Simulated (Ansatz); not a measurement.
Frontier orbitals of GaH$_{5}$S (`[SH2+][GaH3-]`).

Z-matrix (Å, degrees):
```
Ga
S 1 2.599
H 1 1.576 2 97.5
H 1 1.574 2 94.9 3 -120.0
H 1 1.574 2 94.8 3 120.0
H 2 1.343 1 97.6 3 46.6
H 2 1.343 1 97.6 3 -47.2
```

The species carries charge 0 and has multiplicity 1. Correlated methods include outer-core shells of Ga, which these sets cover unevenly. Scalar relativity is left out up to krypton. The geometry is a stationary point of PBE0-D4/def2-TZVP. Basis def2-TZVPP, Ansatz 0.2.0.

Orbital energies of one run (eV). Highest occupied ones, from the top: -6.55, -6.61, -7.51, -9.89, -11.02, -12.08, -18.81, -18.81, -18.92, -18.92, -19.00, -19.75, -96.64, -96.65. Empty: -1.39, -1.10, -0.51, 1.00, 1.48, 1.60.

Which functional gave them?
A. r2SCAN0
B. BLYP
C. HSE06 (plane-wave form)
D. BHLYP

B. HOMO energies: BLYP -6.55, BHLYP -9.07, HSE06 -7.48, r2SCAN0 -8.10 eV.
